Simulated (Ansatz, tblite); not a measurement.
Removing and adding an electron: perfluoropentacene (C₂₂F₁₄). Total charge 0; singlet. Geometry: r2SCAN-D4/def2-SVP. Ansatz, gas phase; energy differences of separate SCF runs; the oxidised species was run as a doublet alone; the reduced species was run as a doublet alone.

Cartesian coordinates in Å:
```
F -7.229 1.350 1.085
C -5.932 1.184 1.298
C -5.438 1.355 2.621
F -6.298 1.671 3.577
C -4.102 1.194 2.896
F -3.694 1.365 4.148
C -3.176 0.852 1.860
C -1.810 0.680 2.094
F -1.353 0.840 3.332
C -0.890 0.342 1.072
C 0.487 0.167 1.304
F 0.948 0.326 2.539
C 1.396 -0.169 0.284
C 2.783 -0.345 0.511
F 3.249 -0.188 1.746
C 3.682 -0.678 -0.504
C 5.083 -0.856 -0.270
F 5.596 -0.708 0.945
C 5.932 -1.183 -1.298
F 7.229 -1.348 -1.086
C 5.438 -1.353 -2.621
F 6.299 -1.669 -3.577
C 4.102 -1.193 -2.896
F 3.694 -1.363 -4.148
C 3.176 -0.852 -1.860
C 1.810 -0.680 -2.094
F 1.353 -0.841 -3.332
C 0.890 -0.343 -1.072
C -0.487 -0.169 -1.304
F -0.948 -0.328 -2.539
C -1.396 0.167 -0.283
C -2.783 0.344 -0.511
F -3.250 0.186 -1.745
C -3.682 0.678 0.504
C -5.083 0.856 0.270
F -5.596 0.709 -0.946
```

The xTB rows come from tblite. Single mean-field runs in def2-SVP are fitted with def2-universal-jkfit.

Task: Estimate orbital energies and vertical ionisation energies and electron affinities at: GFN1-xTB; GFN2-xTB; PBE-D4/def2-SVP; PBE0-D4/def2-SVP; BHLYP-D4/def2-SVP.

Result: 
| level | −HOMO (eV) | vertical IE (eV) | −LUMO (eV) | vertical EA (eV) | HOMO–LUMO gap (eV) | IE − EA (eV) |
| --- | --- | --- | --- | --- | --- | --- |
| GFN1-xTB | 11.67 | 13.46 | 10.59 | 8.73 | 1.08 | 4.72 |
| GFN2-xTB | 11.37 | 13.15 | 10.31 | 8.44 | 1.06 | 4.71 |
| PBE-D4/def2-SVP | 4.86 | 6.63 | 3.89 | 2.15 | 0.97 | 4.47 |
| PBE0-D4/def2-SVP | 5.83 | 7.06 | 3.64 | 2.45 | 2.19 | 4.60 |
| BHLYP-D4/def2-SVP | 6.55 | 7.19 | 3.08 | 2.51 | 3.47 | 4.68 |

Relaxing the oxidised species (r2SCAN-D4/def2-SVP) changes its energy by -0.03 eV at PBE-D4/def2-SVP, so the adiabatic ionisation energy to this nearest minimum is 6.59 eV. At PBE0-D4/def2-SVP it is 6.90 eV.   Raw xTB energy differences between charge states are shifted by several eV; the methods need an empirical correction for them. Sets without diffuse functions give affinities that are too small.
